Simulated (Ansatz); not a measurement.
Frontier orbitals of `C[O][W](=[O])([OH])([Cl])[Cl]`.

```xyz
11

C     0.4069   -0.0179    1.8462
O    -0.2702   -0.6283    0.7808
W    -0.6249   -0.2055   -0.9805
O    -1.3709   -1.6111   -1.5229
O     1.2640   -0.2767   -1.2067
Cl   -2.2048    1.3117   -0.2572
Cl   -0.5717    1.0121   -2.9712
H     1.4222    0.2437    1.5326
H    -0.1284    0.8890    2.1462
H     0.4452   -0.7157    2.6831
H     1.6327   -0.0013   -2.0505
```

The species carries charge 0 and has multiplicity 1. Correlated methods include outer-core shells of W, which these sets cover unevenly. W: def2 effective core potential. All single points use the PBE0-D4/def2-TZVP geometry. It is one conformer, not always the lowest. Basis def2-TZVPP, Ansatz 0.2.0.

| functional | HOMO (eV) | LUMO (eV) | gap (eV) |
| --- | --- | --- | --- |
| PBE | -7.30 | -4.16 | 3.14 |
| r2SCAN | -7.67 | -4.17 | 3.50 |
| PBE0 | -8.72 | -3.52 | 5.20 |
| B3LYP | -8.44 | -3.71 | 4.73 |
| BHLYP | -10.01 | -2.67 | 7.34 |
| ωB97M-V | -10.95 | -1.45 | 9.50 |

Against PBE, PBE0 changes HOMO and LUMO by −1.42 and +0.65 eV, ωB97M-V by −3.65 and +2.71 eV. A gap of 3.14 eV thus becomes 9.50 eV for the same molecule, so an orbital gap means little without its functional.

B3LYP here is the variant with VWN-RPA as its local correlation; programs differ in this.
